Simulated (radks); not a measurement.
Species: Ag10+. Configuration: [Kr] 4d1. Method: non-relativistic Kohn-Sham, PBE, spin-polarised, spherical densities, point nucleus; open shells are filled with parallel spins first (spin-orbit coupling, left out, can overturn this in heavy ions); relativity is left out, which matters for an element this heavy; computed with a radial shooting solver on a logarithmic mesh with Libxc functionals.

Unscreened Slater integrals over Kohn-Sham orbitals (cm^-1). They are taken over the spin-up orbitals.

integral,value
"F0(4d,4d)",197260
"F2(4d,4d)",102220
"F4(4d,4d)",68950
"F0(4d,4p)",205560
"F2(4d,4p)",106970
"G1(4d,4p)",135820
"G3(4d,4p)",85456
"F0(4d,4s)",209120
"G2(4d,4s)",105160
"F0(4d,3d)",258670
"F2(4d,3d)",61594
"F4(4d,3d)",28873
"G0(4d,3d)",20435
"G2(4d,3d)",24147
"G4(4d,3d)",18512
"F0(4p,4p)",215290
"F2(4p,4p)",114350
"F0(4p,4s)",219440
"G1(4p,4s)",150830
"F0(4p,3d)",276060
"F2(4p,3d)",69564
"G1(4p,3d)",22597
"G3(4p,3d)",22165
"F0(4s,4s)",223910
"F0(4s,3d)",284320
"G2(4s,3d)",23591
"F0(3d,3d)",580860
"F2(3d,3d)",290130
"F4(3d,3d)",185250

Derived for the open shells (J is the average intra-shell exchange parameter used in DFT+U). 4d: Racah B = F2/49 - 5 F4/441 = 1304 cm^-1, C = 35 F4/441 = 5472 cm^-1, C/B = 4.19, F4/F2 = 0.674, J = (F2 + F4)/14 = 12230 cm^-1.
